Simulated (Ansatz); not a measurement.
Reaction (ligand exchange at the Si–S bond): `C[SiH](F)S` + CH₃OH → `CO[SiH](C)F` + H₂S

Program: Ansatz. Geometries: PBE0-D4/def2-TZVP. ΔE: electronic, gas phase. CCSD(T)/CBS is the MP2 limit (def2-TZVPP, def2-QZVPP) plus CCSD(T) − MP2 in def2-TZVPP, frozen cores. This one scheme is used for every species. DFT in def2-TZVPP. HSE06 is defined as in plane-wave codes. Each species was taken in one conformer, which may not be the lowest.

| level | ΔE (kcal/mol) | difference from CCSD(T)/CBS |
| --- | --- | --- |
| PBE-D4 | -9.2 | 3.1 |
| PBE0-D4 | -10.0 | 2.3 |
| r2SCANh-D4 | -11.8 | 0.5 |
| HSE06-D4 | -9.9 | 2.4 |
| CAM-B3LYP-D4 | -14.3 | -2.0 |
| PBE | -9.2 | 3.1 |
| r2SCAN | -11.6 | 0.7 |
| PBE0 | -10.0 | 2.3 |
| r2SCANh | -11.7 | 0.6 |
| HSE06 | -9.9 | 2.4 |
| BHLYP | -14.2 | -1.9 |
| CCSD/def2-SVP | -13.4 | -1.1 |
| HF/def2-TZVPP | -15.7 | -3.4 |
| HF/def2-QZVPP | -16.0 | -3.7 |
| SCS-MP2/def2-QZVPP | -13.0 | -0.7 |
| CCSD/CBS(def2) | -12.9 | -0.6 |
| CCSD(T)/CBS | -12.3 | 0 |

Largest T1 diagnostic among the species: 0.011.

From BLYP to BHLYP (50 % exact exchange), in def2-TZVPP and without D4, ΔE moves by −1.9 kcal/mol. In def2-TZVPP, CCSD(T) changes the Hartree–Fock value by +2.5 kcal/mol (the triples alone add +0.6 kcal/mol) and MP2 by +3.2 kcal/mol.
